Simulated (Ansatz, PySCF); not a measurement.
Si(OSiH3)3(Cl) (ClH₉O₃Si₄), SMILES Cl[Si](O[SiH3])(O[SiH3])O[SiH3].

Geometry optimised at PBE0-D3(BJ)/def2-SVP. One conformer was computed; it need not be the lowest.

Vertical ionisation energy (IE) and electron affinity (EA) in eV. Rows of orbital energies are one-electron estimates. Where ΔSCF, EOM or ADC give a negative EA the extra electron is unbound and the value depends on the basis.

| level | IE | EA |
|---|---|---|
| −ε(HOMO), −ε(LUMO), M06-2X/def2-SVP (PySCF) | 10.26 | -0.95 |
| −ε(HOMO), −ε(LUMO), PBE/def2-SVP (PySCF) | … | … |
| ΔSCF, PBE/def2-SVPD (Ansatz), final states of multiplicity 2 and 2 | 9.68 | -0.34 |

Problem. Some entries are withheld; supply them. (An estimate is asked for; the answer gives what the named calculation found.)

Solution. 
- −ε(HOMO), −ε(LUMO), PBE/def2-SVP (PySCF), IE: 7.31
- −ε(HOMO), −ε(LUMO), PBE/def2-SVP (PySCF), EA: 0.85

Problem. What vertical singlet–triplet gap does ΔSCF give with PBE/def2-SVPD (Ansatz, a first-principles code)? (The exact figures need the calculation; the answer reports its results.)

Solution. 6.15 eV (triplet above singlet where positive).
